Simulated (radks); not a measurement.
Effect of the nuclear size on the molybdenum ion Mo+, [Kr] 4d5. All-electron calculation, Dirac Kohn-Sham, exchange-only LDA, spin-unpolarised, spherical densities, finite nucleus; open shells fill j = l - 1/2 first; Fermi nuclear charge, rms radius 4.4091 fm. Program: a radial shooting solver on a logarithmic mesh with Libxc functionals. The rms radius is varied about that value; shifts are against it.

| rms radius (fm) | total energy shift (eV) | density at nucleus (e/bohr^3) | 1s1/2 shift (meV) | 2s1/2 shift (meV) | 4s1/2 shift (meV) | 5s1/2 (empty) shift (meV) |
|---|---|---|---|---|---|---|
| 3.9329 | -0.302 | 9.157e+04 | -128 | -13.7 | -0.412 | -0.044 |
| 4.1269 | -0.183 | 9.11e+04 | -77.3 | -8.28 | -0.249 | -0.027 |
| 4.4091 | 0 | 9.045e+04 | 0.000 | 0.000 | 0.000 | 0.000 |
| 4.5722 | 0.111 | 9.009e+04 | 46.8 | 5.01 | 0.151 | 0.016 |
| 5.4585 | 0.774 | 8.838e+04 | 327 | 35.0 | 1.05 | 0.114 |

Slopes of the eigenvalues against <r^2> in GHz/fm^2, as finite differences over the two radii next to the reference (eigenvalue slopes, not the field-shift constants of lines): 1s1/2 7750, 2s1/2 829, 4s1/2 24.9, 5s1/2 (empty) 2.69.
